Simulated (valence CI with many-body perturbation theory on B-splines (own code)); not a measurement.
# E1 line list for Os68+

Method: valence CI with perturbative core correlation (CI+MBPT): six valence electrons over a frozen Dirac-Fock core [He], a basis of 9 s, 9 p, 8 d, 6 f, 3 g, 1 h functions for each j, with the one-electron correlation potential Σ1 (screened to all orders), the two-electron term Σ2, the three-electron term Σ3, Breit, model QED; selected single and double excitations, second order for the rest, scaled by the run's own slope (own B-spline code, finite nucleus).

The last digits are not significant, and no measured levels were compared; by estimate large intervals hold to a few tenths of a per cent, small ones and those within an open d or f shell to about a per cent. Among the levels kept, up to 2100 cm⁻¹ of a level comes from second order outside the variational space, and about a tenth of that is noise between levels of different J, which matters for small intervals.

Lines 1 to 50 of 208 in falling wavelength, among levels below 11319 eV, chosen from the strongest by gf and those to the six lowest levels. Wavelengths and rates use the calculated energies. Electric multipoles are in the length gauge with retardation, E1 and E2 with the static RPA response of the core. Weak lines are less certain than strong ones. Lines between different terms over intervals too small for the method are left out, as are lines whose strength nearly cancels. The highest levels of a list are the least certain.

Levels are named by their leading jj configuration (3d3/2^4 stands for four electrons in 3d with j = 3/2), which in mixed levels can hold well under half, so a name can repeat and another be missing. Letters in brackets count levels of one name in rising energy.

| λ vac (Å) | Upper | Lower | A (s⁻¹) | S (a.u.) with core polarisation | S without |
| --- | --- | --- | --- | --- | --- |
| 134.1 | (2s 2p1/2^2 2p3/2^2 3p1/2) J=1 [a] | (2s 2p1/2^2 2p3/2^2 3s) J=0 | 2.12e+09 | 7.58e-03 | 7.58e-03 |
| 119.3 | (2s 2p1/2^2 2p3/2^2 3p1/2) J=2 [a] | (2s 2p1/2^2 2p3/2^2 3s) J=2 [a] | 2.05e+09 | 8.59e-03 | 8.59e-03 |
| 117.9 | (2s 2p1/2^2 2p3/2^2 3p1/2) J=3 | (2s 2p1/2^2 2p3/2^2 3s) J=2 [a] | 5.62e+09 | 3.18e-02 | 3.18e-02 |
| 115.2 | (2s^2 2p1/2 2p3/2^2 3p1/2) J=2 [a] | (2s^2 2p1/2 2p3/2^2 3s) J=3 | 1.96e+09 | 7.40e-03 | 7.40e-03 |
| 107.7 | (2s^2 2p1/2 2p3/2^2 3p1/2) J=3 | (2s^2 2p1/2 2p3/2^2 3s) J=2 [b] | 7.40e+09 | 3.20e-02 | 3.20e-02 |
| 106.0 | (2s 2p1/2^2 2p3/2^2 3p1/2) J=1 [b] | (2s 2p1/2^2 2p3/2^2 3s) J=2 [b] | 1.07e+10 | 1.88e-02 | 1.88e-02 |
| 105.1 | (2s^2 2p1/2^2 2p3/2 3p1/2) J=1 | (2s^2 2p1/2^2 2p3/2 3s) J=1 | 2.64e+09 | 4.53e-03 | 4.53e-03 |
| 104.3 | (2s^2 2p1/2 2p3/2^2 3p1/2) J=1 [b] | (2s^2 2p1/2 2p3/2^2 3s) J=1 [b] | 9.91e+09 | 1.67e-02 | 1.67e-02 |
| 104.2 | (2s 2p1/2^2 2p3/2^2 3p1/2) J=2 [b] | (2s 2p1/2^2 2p3/2^2 3s) J=2 [b] | 7.41e+09 | 2.07e-02 | 2.07e-02 |
| 103.9 | (2s^2 2p1/2^2 2p3/2 3p1/2) J=2 | (2s^2 2p1/2^2 2p3/2 3s) J=1 | 7.60e+09 | 2.11e-02 | 2.11e-02 |
| 103.8 | (2s^2 2p1/2 2p3/2^2 3p1/2) J=2 [a] | (2s^2 2p1/2 2p3/2^2 3s) J=1 [a] | 5.78e+09 | 1.59e-02 | 1.59e-02 |
| 101.4 | (2s^2 2p1/2 2p3/2^2 3p1/2) J=1 [b] | (2s^2 2p1/2 2p3/2^2 3s) J=0 | 5.50e+09 | 8.49e-03 | 8.49e-03 |
| 99.92 | (2s^2 2p1/2 2p3/2^2 3p1/2) J=1 [a] | (2s^2 2p1/2 2p3/2^2 3s) J=2 [a] | 1.40e+10 | 2.07e-02 | 2.07e-02 |
| 99.80 | (2s 2p1/2^2 2p3/2^2 3p1/2) J=1 [b] | (2s 2p1/2^2 2p3/2^2 3s) J=1 [b] | 2.81e+09 | 4.14e-03 | 4.14e-03 |
| 99.75 | (2s^2 2p1/2 2p3/2^2 3p1/2) J=3 | (2s^2 2p1/2 2p3/2^2 3s) J=3 | 7.67e+09 | 2.63e-02 | 2.63e-02 |
| 98.21 | (2s 2p1/2^2 2p3/2^2 3p1/2) J=2 [b] | (2s 2p1/2^2 2p3/2^2 3s) J=1 [b] | 9.18e+09 | 2.14e-02 | 2.15e-02 |
| 97.34 | (2s^2 2p1/2^2 2p3/2 3p1/2) J=1 | (2s^2 2p1/2^2 2p3/2 3s) J=2 | 1.56e+10 | 2.13e-02 | 2.13e-02 |
| 96.34 | (2s^2 2p1/2^2 2p3/2 3p1/2) J=2 | (2s^2 2p1/2^2 2p3/2 3s) J=2 | 1.01e+10 | 2.23e-02 | 2.23e-02 |
| 94.33 | (2s 2p1/2^2 2p3/2^2 3p1/2) J=1 [a] | (2s 2p1/2^2 2p3/2^2 3s) J=1 [a] | 1.34e+10 | 1.67e-02 | 1.67e-02 |
| 93.82 | (2s^2 2p1/2 2p3/2^2 3p1/2) J=2 [a] | (2s^2 2p1/2 2p3/2^2 3s) J=2 [a] | 8.71e+09 | 1.77e-02 | 1.78e-02 |
| 93.73 | (2s 2p1/2^2 2p3/2^2 3p1/2) J=0 | (2s 2p1/2^2 2p3/2^2 3s) J=1 [a] | 2.12e+10 | 8.61e-03 | 8.61e-03 |
| 92.92 | (2s^2 2p1/2^2 2p3/2 3d3/2) J=3 | (2s^2 2p1/2^2 2p3/2 3p3/2) J=3 | 3.19e+09 | 8.84e-03 | 8.84e-03 |
| 91.44 | (2s 2p1/2^2 2p3/2^2 3p1/2) J=2 [a] | (2s 2p1/2^2 2p3/2^2 3s) J=3 | 1.83e+10 | 3.45e-02 | 3.45e-02 |
| 90.64 | (2s 2p1/2^2 2p3/2^2 3p1/2) J=3 | (2s 2p1/2^2 2p3/2^2 3s) J=3 | 1.13e+10 | 2.90e-02 | 2.90e-02 |
| 78.83 | (2s^2 2p1/2 2p3/2^2 3p1/2) J=2 [b] | (2s^2 2p1/2 2p3/2^2 3s) J=2 [b] | 7.59e+09 | 9.18e-03 | 9.18e-03 |
| 74.46 | (2s^2 2p1/2 2p3/2^2 3p1/2) J=2 [b] | (2s^2 2p1/2 2p3/2^2 3s) J=3 | 2.68e+10 | 2.74e-02 | 2.74e-02 |
| 73.30 | (2s^2 2p1/2 2p3/2^2 3p1/2) J=0 | (2s^2 2p1/2 2p3/2^2 3s) J=1 [b] | 4.80e+10 | 9.33e-03 | 9.33e-03 |
| 69.49 | (2s^2 2p1/2 2p3/2^2 3p1/2) J=2 [b] | (2s^2 2p1/2 2p3/2^2 3s) J=1 [a] | 6.93e+09 | 5.74e-03 | 5.74e-03 |
| 64.89 | (2s^2 2p1/2 2p3/2^2 3p1/2) J=2 [b] | (2s^2 2p1/2 2p3/2^2 3s) J=2 [a] | 6.35e+09 | 4.28e-03 | 4.28e-03 |
| 56.06 | (2s^2 2p1/2^2 2p3/2 3d5/2) J=2 | (2s^2 2p1/2^2 2p3/2 3p3/2) J=2 | 3.29e+10 | 1.43e-02 | 1.43e-02 |
| 55.48 | (2s^2 2p1/2^2 2p3/2 3d5/2) J=1 | (2s^2 2p1/2^2 2p3/2 3p3/2) J=0 | 4.84e+10 | 1.22e-02 | 1.22e-02 |
| 52.23 | (2s^2 2p1/2^2 2p3/2 3d5/2) J=3 | (2s^2 2p1/2^2 2p3/2 3p3/2) J=2 | 9.42e+10 | 4.64e-02 | 4.64e-02 |
| 51.76 | (2s^2 2p1/2^2 2p3/2 3d5/2) J=4 | (2s^2 2p1/2^2 2p3/2 3p3/2) J=3 | 1.17e+11 | 7.21e-02 | 7.21e-02 |
| 49.36 | (2s^2 2p1/2^2 2p3/2 3d5/2) J=2 | (2s^2 2p1/2^2 2p3/2 3p3/2) J=1 | 8.25e+10 | 2.45e-02 | 2.45e-02 |
| 46.27 | (2s^2 2p1/2^2 2p3/2 3d5/2) J=3 | (2s^2 2p1/2^2 2p3/2 3p3/2) J=3 | 2.74e+10 | 9.37e-03 | 9.37e-03 |
| 44.15 | (2s^2 2p1/2^2 2p3/2 3d5/2) J=1 | (2s^2 2p1/2^2 2p3/2 3p3/2) J=1 | 8.59e+10 | 1.09e-02 | 1.09e-02 |
| 40.09 | (2s 2p1/2^2 2p3/2^2 3p1/2) J=3 | (2s^2 2p1/2 2p3/2^2 3p1/2) J=2 [b] | 8.03e+09 | 1.79e-03 | 1.79e-03 |
| 36.58 | (2s 2p1/2^2 2p3/2^2 3s) J=3 | (2s^2 2p1/2 2p3/2^2 3s) J=3 | 1.36e+10 | 2.30e-03 | 2.30e-03 |
| 35.28 | (2s 2p1/2^2 2p3/2^2 3p1/2) J=3 | (2s^2 2p1/2 2p3/2^2 3p1/2) J=3 | 1.65e+10 | 2.50e-03 | 2.50e-03 |
| 34.11 | (2s 2p1/2^2 2p3/2^2 3s) J=3 | (2s^2 2p1/2 2p3/2^2 3s) J=2 [a] | 1.09e+10 | 1.50e-03 | 1.50e-03 |
| 33.79 | (2s 2p1/2^2 2p3/2^2 3p1/2) J=2 [a] | (2s^2 2p1/2 2p3/2^2 3p1/2) J=2 [a] | 2.07e+10 | 1.97e-03 | 1.98e-03 |
| 33.68 | (2s 2p1/2^2 2p3/2^2 3p1/2) J=3 | (2s^2 2p1/2 2p3/2^2 3p1/2) J=2 [a] | 1.52e+10 | 2.00e-03 | 2.00e-03 |
| 33.06 | (2s 2p1/2^2 2p3/2^2 3p1/2) J=2 [a] | (2s^2 2p1/2 2p3/2^2 3p1/2) J=1 [a] | 3.34e+10 | 2.98e-03 | 2.99e-03 |
| 32.41 | (2s 2p1/2^2 2p3/2^2 3s) J=2 [a] | (2s^2 2p1/2 2p3/2^2 3s) J=1 [a] | 2.09e+10 | 1.76e-03 | 1.76e-03 |
| 31.49 | (2s 2p1/2^2 2p3/2^2 3s) J=1 [a] | (2s^2 2p1/2 2p3/2^2 3s) J=1 [b] | 2.79e+10 | 1.29e-03 | 1.29e-03 |
| 30.55 | (2s 2p1/2^2 2p3/2^3) J=2 | (2s^2 2p1/2 2p3/2^3) J=2 | 4.27e+10 | 3.00e-03 | 3.01e-03 |
| 30.52 | (2s 2p1/2^2 2p3/2^2 3p1/2) J=1 [a] | (2s^2 2p1/2 2p3/2^2 3p1/2) J=1 [b] | 3.56e+10 | 1.50e-03 | 1.50e-03 |
| 30.45 | (2s 2p1/2^2 2p3/2^2 3p1/2) J=0 | (2s^2 2p1/2 2p3/2^2 3p1/2) J=1 [b] | 1.10e+11 | 1.53e-03 | 1.54e-03 |
| 29.20 | (2s 2p1/2^2 2p3/2^3) J=2 | (2s^2 2p1/2 2p3/2^3) J=1 | 5.10e+10 | 3.13e-03 | 3.14e-03 |
| 28.83 | (2s 2p1/2 2p3/2^4) J=1 | (2s^2 2p3/2^4) J=0 | 6.00e+10 | 2.13e-03 | 2.13e-03 |
